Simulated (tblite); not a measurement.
Start geometry of `O=C=C(CCl)C[C](F)F` [radical] from a force field or distance geometry (Å):
```
atom  x, y, z in Å
O1     0.4467    2.7149   -1.2672
C2     0.4186    1.6405   -0.8196
C3     0.4092    0.4311   -0.3042
C4     0.9426   -0.7281   -1.0769
Cl5    2.5440   -1.1828   -0.4324
C6    -0.2075    0.1567    1.0417
C7    -1.6106   -0.3158    0.9379
F8    -1.8610   -1.5943    0.6024
F9    -2.6282    0.5319    1.1584
H10    1.0547   -0.5107   -2.1291
H11    0.2876   -1.6110   -0.9842
H12    0.3854   -0.5960    1.5820
H13   -0.1858    1.0640    1.6734
```

**Question.** What comes out of this run: tblite 0.8.0, GFN2-xTB geometry optimisation, gas phase?

**Answer.** 
```
atom  x, y, z in Å
O1     0.2543    2.7126   -1.1807
C2     0.3120    1.6231   -0.7838
C3     0.3597    0.4165   -0.2964
C4     0.8804   -0.7529   -1.0576
Cl5    2.4958   -1.2489   -0.4123
C6    -0.1383    0.1595    1.1330
C7    -1.5381   -0.3133    1.0845
F8    -1.7971   -1.4831    0.4832
F9    -2.4933    0.5653    0.7583
H10    1.0253   -0.5210   -2.1110
H11    0.2347   -1.6232   -0.9448
H12    0.4960   -0.6048    1.5824
H13   -0.0958    1.0706    1.7276
```

The energy falls by 24.8 kJ/mol over 56 L-BFGS steps, the largest force on an atom goes from 1.35 to 0.008 eV/Å, and the atoms move by 0.164 Å rms after alignment. The bond that changes most is C3–C6 (ends: carbon bonded to 3 C; carbon bonded to 2 C and 2 H), which lengthens by 0.030 Å. Bonds longer at the end by more than 0.005 Å: 3 of 12; shorter: 5. Among the angles that change most is F8–C7–F9, from 120.0° to 109.0°. Among the dihedrals that turn most is H12–C6–C7–F9, from 137° to 170°. Rotational constants go from 1581, 871.6, 612.1 to 1608, 939.8, 655.6 MHz. The orientation of the end geometry is arbitrary; only internal coordinates are fixed.

Hardware: Arm Neoverse V2, one thread, shared host with 96 logical CPUs at a one-minute load of 40. Cost: 0.3 s of wall time.

Its GFN2-xTB frequencies are all real (lowest 38 cm⁻¹). 3 starts were optimised and ended at 0.00, 3.99 and 6.68 kcal/mol (GFN2-xTB); the lowest of these is shown.

One conformer stands for the species.

The numbers are calculated, not measured.
